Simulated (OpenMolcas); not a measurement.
# Cr3+, Mo3+, W3+: d3 down the group

* Program: OpenMolcas 26.06
* Method: MS-CASPT2, IPEA 0.25 Eh, imaginary shift 0.1 Eh
* Basis: ANO-R3
* Scalar Hamiltonian: X2C, finite nucleus
* Spin-orbit coupling: RASSI with atomic mean-field integrals over the reference wave functions, term energies averaged over their components

Active space for each ion: 3 electrons in 5 orbitals (d); closed shells correlated by CASPT2: Cr3+ 3s 3p; Mo3+ 4s 4p; W3+ 5s 5p.

Computed levels in cm-1 above 4F 3/2:

```csv
Level,Cr3+,Mo3+,W3+
4F 5/2,244,748,3710
4F 7/2,578,1692,6990
4F 9/2,992,2760,9490
4P 1/2,14650,10730,12230
4P 5/2,15040,11970,17850
2G 7/2,15100,11580,15600
2G 9/2,15450,12320,24750
2P 1/2,19660,14320,19350
2D 5/2(1),21000,17100,24100
weight of 4F in the lowest level (%),100,99,86
```

Mixed levels, with the weight of the term that names them: W3+ 4F 9/2 (70 %), W3+ 4P 1/2 (58 %), W3+ 2G 9/2 (52 %), W3+ 2P 1/2 (58 %).

Measured, with the error of the calculation in %. Measured levels: Cr3+ from Sugar and Corliss, J. Phys. Chem. Ref. Data 6, 317 (1977); Mo3+ from Sugar and Musgrove, J. Phys. Chem. Ref. Data 17, 155 (1988); W3+ from the list in J. Phys. B 45, 035001 (2012).

```
    Level          Cr3+          Mo3+           W3+
   4F 5/2    236 (+3.6)    778 (-3.8)   3537 (+5.0)
   4F 7/2    556 (+3.9)   1760 (-3.8)   6745 (+3.7)
   4F 9/2    946 (+4.9)   2865 (-3.6)   9256 (+2.5)
   4P 1/2  14059 (+4.2)  10338 (+3.8)  11773 (+3.9)
   4P 5/2  14471 (+3.9)  11612 (+3.0)  17190 (+3.9)
   2G 7/2  15052 (+0.3)     11580 (0)  15261 (+2.2)
   2G 9/2  15402 (+0.3)  12311 (+0.1)              
   2P 1/2  19519 (+0.7)  14348 (-0.2)  18365 (+5.4)
2D 5/2(1)  20664 (+1.6)  16809 (+1.7)  22766 (+5.8)
```

The fine-structure level 4F 9/2 changes by a factor of 9.57 from Cr3+ to W3+.

Without spin-orbit coupling 4P lies 14330, 9930, 9700 cm-1 above 4F in that order; the difference to the level 4P 1/2, of either sign, comes from spin-orbit coupling, which also lowers the zero.

CASPT2 does not keep the components of a term degenerate, so their means are used; among the terms shown or strongly mixed into the levels shown the widest spread is 780 cm-1 (3d3 4F, Cr3+). The CASPT2 spread within a term exceeds the gap to the next term for 4d3 2H and 4d3 2D(1), so the order of their levels is uncertain (figures for Mo3+; the like holds for W3+). Measured partners are found by configuration, term and J. A level has none where our copy of the source lacks it or the pairing is in doubt (some pairs that miss far off the trend of their configuration count as doubtful), and it then counts in no deviation. Only configurations of the active space appear.

A number in round brackets counts repeated terms of one configuration in the order of the reference energies.
